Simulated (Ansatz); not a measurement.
The Ansatz (a first-principles code) input:
Ansatz 0.2 input:
```yaml
crystal:
  periodic: [false, false, false]
  atoms:
    - {symbol: F, position_ang: [-0.00000000, -0.00000000, -0.10443316]}
    - {symbol: H, position_ang: [0.00000000, 0.00000000, 0.93989843]}
basis:
  gaussian:
    orbitals: cc-pVDZ
hamiltonian:
  xc: hf
total_charge: 1
magnetization: {spin_polarized: true, initial_magnetization: 1}
```

Question: What does this run give for the <S^2>, total energy?

Answer: 
```yaml
"<S^2>": 0.754
total_energy: -99.5012 Eh
```
